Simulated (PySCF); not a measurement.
A compound of formula C20H12 has these computed shifts in ppm, with the number of atoms in brackets (GIAO KT3/pcSseg-1, gas phase, PySCF SCF with an in-house response code, fitting set def2-universal-JFIT, grid level 2, non-relativistic, on the GFN2-xTB geometry; 13C, 1H against isolated TMS).

1H: 8.33 (1), 8.27 (1), 8.04 (1), 7.65 (1), 7.53 (1), 7.43 (1), 7.43 (1), 7.27 (1), 7.25 (1), 7.02 (1), 6.86 (1), 6.55 (1)
13C: 145.5 (1), 144.0 (1), 143.9 (1), 142.0 (1), 124.7 (1), 122.5 (1), 121.5 (1), 121.1 (1), 120.7 (1), 120.7 (1), 120.2 (1), 119.3 (1), 119.1 (1), 119.0 (1), 118.5 (1), 117.5 (1), 115.9 (1), 115.5 (1), 113.0 (1), 112.2 (1)

(1) Which structure gave them?

Answers

(1) C1=Cc2c1c1ccccc1c1ccc3ccccc3c21. Other isomers were not compared.
